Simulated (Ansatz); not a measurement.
C7H12O2 can be A, `CCC(=O)CC(=O)CC`, or B, `C=CCCC(=O)OCC`.

Gas-phase electronic energies from Ansatz, PBE0-D4/def2-TZVP geometries. CCSD(T)/CBS is the MP2 limit (def2-TZVPP, def2-QZVPP) plus CCSD(T) − MP2 in def2-TZVPP, frozen cores. Functionals use def2-TZVPP. B3LYP here is the variant with VWN-RPA as its local correlation; programs differ in this. Each species was taken in one conformer, which may not be the lowest.

Task: Which isomer does CCSD(T)/CBS put lower? Give the gap. (Best estimate.)

Result: The calculation gave: A, by 27.7 kJ/mol.

Task: Give E(B) − E(A) in kJ/mol with LDA (SPW92), ωB97M-V, MP2/def2-TZVPP, BLYP-D4, B3LYP, CCSD(T)/def2-SVP, HF/def2-TZVPP. (An estimate is asked.)

Result: Computed: LDA (SPW92) 27.4, ωB97M-V 31.0, MP2/def2-TZVPP 32.7, BLYP-D4 33.4, B3LYP 27.7, CCSD(T)/def2-SVP 37.0, HF/def2-TZVPP 24.0. None reverses the order clearly.

Largest T1 diagnostic: 0.014.

In def2-TZVPP, CCSD(T) changes the Hartree–Fock value by +4.8 kJ/mol (the triples alone add +0.3 kJ/mol) and MP2 by +8.6 kJ/mol. From PBE to PBE0 (25 % exact exchange), in def2-TZVPP and without D4, E(B) − E(A) moves by −3.1 kJ/mol.
